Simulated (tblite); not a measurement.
A tight-binding relaxation on `F[SiH2]N[C@H]1[C@H](CC1)C(F)F`.

Computed with GFN2-xTB geometry optimisation, gas phase (tblite 0.8.0). Start geometry: from a force field or distance geometry. The command runs a driver script over a list of jobs; the input below is this job's line of settings and its coordinates in Å.

Command:
```bash
OMP_NUM_THREADS=1 python probes_run.py task.json out
```

Input:
```
{"job": {"kind": "relax", "xc": "GFN2-xTB", "basis": "xTB"}, "charge": 0, "multiplicity": 1}
F      3.788200     0.621600     0.352100
Si     2.125200     0.913900     0.681500
N      1.202900    -0.098500    -0.396200
C      0.149500    -0.873000     0.168900
C     -0.527300    -1.673200    -0.947900
C     -1.222900    -0.359900    -1.275200
C     -1.184900    -0.163500     0.246400
C     -1.162700     1.268100     0.698700
F     -0.632400     1.358500     1.966400
F     -0.636400     2.138200    -0.207700
H      1.937400     0.573000     2.123300
H      1.939600     2.341500     0.573000
H      1.854300    -0.775400    -0.860600
H      0.404000    -1.499200     1.057100
H      0.190700    -2.012600    -1.721300
H     -1.248800    -2.423700    -0.624700
H     -0.548600     0.383900    -1.731200
H     -2.238700    -0.453900    -1.686200
H     -1.952900    -0.816600     0.761500
H     -2.241200     1.561500     0.818900
```

Estimate the output.

```
step      E/eV     max force
  0    -944.29820    2.522
  1    -944.67545    1.355
  2    -944.89186    1.254
  3    -945.00493    1.008
  4    -945.08430    0.599
  5    -945.11929    0.474
  6    -945.15642    0.418
  7    -945.18244    0.439
  8    -945.20290    0.316
  9    -945.21900    0.270
... (152 lines left out)
162    -945.59318    0.040
163    -945.59362    0.057
164    -945.59399    0.046
165    -945.59433    0.038
166    -945.59465    0.033
167    -945.59487    0.025
168    -945.59495    0.019
169    -945.59500    0.017
170    -945.59504    0.013
171    -945.59508    0.010
```

«max force» is the largest atomic force in eV/Å.

From which step on does the largest force stay under 0.1 eV/Å, and how much energy is left to gain from there?

From step 111 (0.088 eV/Å), 20.5 meV above the end.

Summary of the converged run: energy lowered by 29.9 kcal/mol over 171 steps; largest atomic force 0.010 eV/Å at the end.

On an Arm Neoverse N1 with one thread, shared host with 64 logical CPUs at a one-minute load of 62, this took 2.5 s of wall time.
Labels such as C1 count atoms from 1, the log's own numbers from 0.
